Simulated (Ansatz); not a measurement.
Al(Cl)(Br)(NH2) (AlBrClH₂N), SMILES [NH2][Al]([Cl])[Br].

Geometry: TPSSh-D3(BJ)/def2-SVP. Other conformers were not sampled.

Two levels are set side by side: PBE/def2-SVPD (Ansatz, a quantum-chemistry and plane-wave program) and CAM-B3LYP/def2-SVPD (Ansatz). Energy differences of separate SCF runs at the same geometry; the states with an electron removed or added have multiplicity 2 and 2. Differences are taken from unrounded values.

```
quantity                           CAM-B3LYP   PBE  PBE minus CAM-B3LYP
---------------------------------  ---------  ----  -------------------
vertical ionisation energy (eV)        10.46  9.87                -0.60
vertical singlet–triplet gap (eV)       5.73  5.10                -0.63
```
